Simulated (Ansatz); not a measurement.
Isomers of Cd₃F₄⁺ (doublet), relaxed with r2SCAN-D4/def2-SVP; total energies from Ansatz at PBE-QIDH/def2-TZVP.

```csv
isomer,description,energy (Eh)
A,point group C2v; 8 × Cd–F 2.06 to 2.18 Å,-901.89692
B,point group not assigned; 9 × Cd–F 2.11 to 2.26 Å,-901.88975
C,point group Cs; 8 × Cd–F 1.92 to 2.31 Å,-901.89765
D,point group C2v; 10 × Cd–F 2.04 to 2.40 Å,-901.88816
```

In the def2 sets Cd takes a core potential; there is no spin–orbit coupling. Correlated methods freeze 4 core orbitals; core or outer-core shells of Cd are correlated, in sets that lack core-valence functions.

The isomers come from a short search, and lower ones may exist.

Problem. Work out the relative energies (1 Eh = 2625.5 kJ/mol) and the Boltzmann populations at 1200 K from electronic energies alone (R = 8.314 J/mol/K).

Solution. ΔE: A 1.9, B 20.7, C 0.0, D 24.9 kJ/mol. RT = 9.98 kJ/mol. Factors exp(−ΔE/RT): A 0.827, B 0.126, C 1, D 0.0825; sum 2.035. Populations: A 40.6 %, B 6.2 %, C 49.1 %, D 4.1 %. Zero-point energy, vibrational entropy and symmetry numbers are left out and can shift these; an error of 4 kJ/mol changes a ratio by a factor of 1.5. Over the other density-functional and correlated levels in def2 sets, the gap between C and A ranges from -5 to 8 kJ/mol.
